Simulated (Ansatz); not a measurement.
Reaction (atomization): `C=[N][Al]([CH3])[SeH]` → Al• + 2 C• + 6 H• + N• + Se•

Computed with Ansatz on PBE0-D4/def2-TZVP structures; ΔE is electronic, products minus reactants. CCSD(T)/CBS adds triple-zeta CCSD(T) − MP2 to the extrapolated MP2 energy (def2 sets, frozen cores). This one scheme is used for every species, atoms too. DFT in def2-TZVPP. No spin–orbit coupling; open shells (•) take unrestricted orbitals. Spin–orbit coupling would lower the free atoms: a little for Al, C; clearly for Se. Bonds to Se are less sure, by a few kJ/mol each and by 10 to 20 or more in all where they break to atoms, as the def2 sets lack core-valence functions. Scalar relativity is left out up to krypton. One conformer a species, not always the lowest.

`C=[N][Al]([CH3])[SeH]`:

Cartesian coordinates in Å:
```
C 0.671 -1.489 -1.793
N 0.254 -0.667 -0.961
Al -0.332 0.491 0.210
C 0.240 0.451 2.063
Se -1.839 2.093 -0.550
H 0.165 -2.449 -1.985
H 1.577 -1.316 -2.397
H -0.612 0.314 2.735
H 0.948 -0.362 2.244
H 0.724 1.390 2.346
H -1.796 1.544 -1.912
```

Question: What is ΔE at CCSD(T)/CBS? (Estimate.)

Answer: Computed: +40.98 eV.

Question: What do these levels give: ωB97X-V, ωB97M-V, B2PLYP, PBE, r2SCAN, PBE0, HF/def2-TZVPP, MP2/def2-TZVPP, SCS-MP2/def2-TZVPP, CCSD(T)/def2-TZVPP, MP2/def2-QZVPP, HF/CBS(def2)? (An estimate is asked.)

Answer: Computed: ωB97X-V 41.05, ωB97M-V 40.99, B2PLYP 40.52, PBE 41.53, r2SCAN 41.00, PBE0 40.78, HF/def2-TZVPP 29.31, MP2/def2-TZVPP 40.37, SCS-MP2/def2-TZVPP 40.29, CCSD(T)/def2-TZVPP 39.82, MP2/def2-QZVPP 41.06, HF/CBS(def2) 29.37 eV.

Largest T1 diagnostic among the species: 0.018.

The D4 term adds +0.38 eV with B3LYP and +0.20 eV with PBE0; it sums over pairs of atoms, weighted by their polarisabilities, and B3LYP, whose exchange is more repulsive, gets the larger term. From PBE to PBE0 (25 % exact exchange), in def2-TZVPP and without D4, ΔE moves by −0.75 eV: exact exchange takes away binding that semilocal exchange gives to molecules.

B3LYP here is the variant with VWN-RPA as its local correlation; programs differ in this.

For atomizations the MP2-based limit and the directly extrapolated one differ by several kJ/mol either way, and by 10 to 25 for some Ge, Se and Sn compounds, so smaller differences from it don't rank the levels.
